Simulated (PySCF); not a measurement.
# ZrHCl, triplet: data card

These are results of PySCF, UPBE0, basis Zr def2-TZVP with ECP28, H def2-TZVP, Cl def2-TZVP (scalar-relativistic core potentials, no spin–orbit coupling, density fitting), not measurements.

The structure is a minimum.

```xyz
3
charge 0 multiplicity 3, angstrom
Zr   -0.5464    0.0000   -0.3404
H    -2.2150    0.0000    0.4860
Cl    1.4629    0.0000    0.8515
```

```json
{"Point group": "Cs", "Bond lengths": "Zr–Cl 2.336 Å, Zr–H 1.862 Å", "Bond angles": "Cl–Zr–H 123.0°", "Spin squared ⟨S²⟩": "2.006", "Heat capacity Cp at 298.15 K": "46.2 J/(mol K)", "Highest occupied level (α)": "-5.39 eV", "Entropy at 298.15 K and 1 bar (electronic part: spin only)": "280.6 J/(mol K)", "Rotational symmetry number": "1", "Principal quadrupole moments (Buckingham, traceless) about the centre of mass": "-6.83, 2.59, 4.24 D Å", "Zero-point energy": "14.3 kJ/mol", "Lowest empty level (α)": "-2.40 eV", "Principal polarisabilities": "70.8, 91.1, 91.4 bohr³", "Dipole moment": "2.87 D", "Atomisation energy without zero-point energy": "780 kJ/mol", "Enthalpy at 298.15 K above 0 K": "11.70 kJ/mol", "Rotational constants": "7.053, 0.1202, 0.1182 cm⁻¹"}
```

Harmonic modes (masses in u: Zr 89.905, H 1.008, Cl 34.969):
```json
{"symmetry": "a'", "ω (cm⁻¹)": "337", "IR (km/mol)": "15.7", "μ (u)": "1.42"}
{"symmetry": "a'", "ω (cm⁻¹)": "410", "IR (km/mol)": "126", "μ (u)": "3.68"}
{"symmetry": "a'", "ω (cm⁻¹)": "1638", "IR (km/mol)": "392", "μ (u)": "1.02"}
```

Charges (e):
```
atom  Mulliken  Löwdin  polar tensor  spin (Mulliken)  Mayer order to Zr1
 Zr1      0.59    0.10          0.96             2.08                   –
  H2     -0.19   -0.15         -0.39            -0.05                0.96
 Cl3     -0.40    0.05         -0.58            -0.04                1.08
```

Mulliken populations on Zr1 (electrons outside its core potential): s 2.80, p 6.26, d 2.33, f 0.03.

Outer orbital energies (eV). α occupied: -22.11, -10.23, -9.44, -9.39, -8.04, -5.47, -5.39; empty: -2.40, -2.11, -1.87, -1.00. β occupied: -22.14, -10.18, -9.40, -9.35, -7.95; empty: -2.01, -1.50, -1.47, -1.32.

Only a few start shapes were tried, so a lower isomer may exist. Other spin states or occupations of the open shell can lie lower.

The final relaxation and frequency run took 52 s on 2 threads of a shared Arm Neoverse V1 host, with 83 basis functions and 16 gradients; the process peaked at 0.8 GiB.
